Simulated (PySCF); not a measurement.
Compound: C₆H₇O₃S (charge -1).
Cartesian coordinates in Å at the PBE0-D3(BJ)/def2-SVP level; atoms count from 1:
```
atom  x, y, z in Å
C1     2.649    1.380   -1.171
C2     1.799    0.569   -0.872
C3     0.885   -0.490   -0.539
C4    -0.449   -0.674   -1.236
C5    -0.421   -0.318    0.207
C6    -0.769   -1.317    1.273
S7    -1.010    1.357    0.633
O8    -2.447    1.128    0.904
O9    -0.214    1.716    1.824
O10   -0.746    2.168   -0.574
H11    3.349    2.158   -1.406
H12    1.407   -1.422   -0.283
H13   -0.731   -1.689   -1.535
H14   -0.748    0.140   -1.902
H15   -0.305   -1.010    2.223
H16   -1.859   -1.324    1.415
H17   -0.423   -2.332    1.011
```

The closed-shell ground state was solved at several levels (PySCF, density fitting, gas phase, non-relativistic). The geometry's basis has no diffuse functions, a weakness for an anion. No diffuse functions stand in pcSseg-1, which bears on an anion's orbital energies.

```json
{"level": "CAM-B3LYP/def2-SVPD", "basis functions": "272", "HOMO (eV)": "-4.06", "LUMO (eV)": "4.22", "gap (eV)": "8.28"}
{"level": "PBE0/pcSseg-1", "basis functions": "212", "HOMO (eV)": "-2.23", "LUMO (eV)": "4.18", "gap (eV)": "6.41"}
```

**Question.** What might mPW1PW91/pcSseg-1 (212 basis functions) give for the same quantities?

**Answer.** HOMO -2.27 eV, LUMO 4.19 eV, gap 6.46 eV.

**Question.** Over all these levels, which gives the widest orbital gap and which the narrowest?

**Answer.** CAM-B3LYP/def2-SVPD (range-separated hybrid) has the widest, 8.28 eV, and PBE0/pcSseg-1 (global hybrid, 25 % exact exchange) the narrowest, 6.41 eV. Functional and basis both differ between the two, so the spread mixes both effects.

One conformer stands for the species.
